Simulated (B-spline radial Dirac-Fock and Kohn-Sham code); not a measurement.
# Muonic isotope shifts in strontium

Model: the Dirac equation of a negative muon with reduced mass in the field of a spherical finite nucleus, with the Uehling potential to all orders; nuclear polarisation, deformation, hyperfine structure, self-energy, higher-order vacuum polarisation, relativistic recoil and electron screening are left out. Program: a radial atomic solver. Nuclear charge: Fermi distribution (skin thickness 2.3 fm); radii from Angeli and Marinova (2013). Reference ⁸⁹Sr, radius 4.2407 fm: 2p3/2 → 1s1/2 2338 keV, 3d5/2 → 2p3/2 569.0 keV.

| A | radius (fm) | δ⟨r²⟩ (fm²) | shift 2p3/2 → 1s (keV) | shift 3d5/2 → 2p3/2 (keV) |
| --- | --- | --- | --- | --- |
| 77 | 4.2569 | +0.138 | -3.65 | -0.14 |
| 78 | 4.2561 | +0.131 | -3.45 | -0.13 |
| 79 | 4.2586 | +0.152 | -3.94 | -0.12 |
| 80 | 4.2562 | +0.132 | -3.42 | -0.11 |
| 81 | 4.2547 | +0.119 | -3.08 | -0.09 |
| 82 | 4.2478 | +0.060 | -1.63 | -0.07 |
| 83 | 4.2455 | +0.041 | -1.13 | -0.06 |
| 84 | 4.2394 | -0.011 | +0.16 | -0.04 |
| 85 | 4.2304 | -0.087 | +2.05 | -0.02 |
| 86 | 4.2307 | -0.085 | +2.01 | -0.01 |
| 87 | 4.2249 | -0.134 | +3.23 | +0.01 |
| 88 | 4.224 | -0.141 | +3.44 | +0.02 |
| 90 | 4.2611 | +0.173 | -4.20 | -0.03 |
| 91 | 4.274 | +0.284 | -6.85 | -0.04 |
| 92 | 4.2924 | +0.441 | -10.62 | -0.06 |
| 93 | 4.3026 | +0.529 | -12.71 | -0.07 |
| 94 | 4.3191 | +0.671 | -16.08 | -0.09 |
| 95 | 4.3305 | +0.770 | -18.41 | -0.11 |
| 96 | 4.3522 | +0.958 | -22.84 | -0.14 |
| 97 | 4.3625 | +1.048 | -24.94 | -0.15 |
| 98 | 4.4377 | +1.710 | -40.26 | -0.28 |
| 99 | 4.4495 | +1.815 | -42.64 | -0.29 |
| 100 | 4.464 | +1.944 | -45.57 | -0.31 |

Values without a named source are computed, but for edge energies of neutral atoms, which are taken from tables.
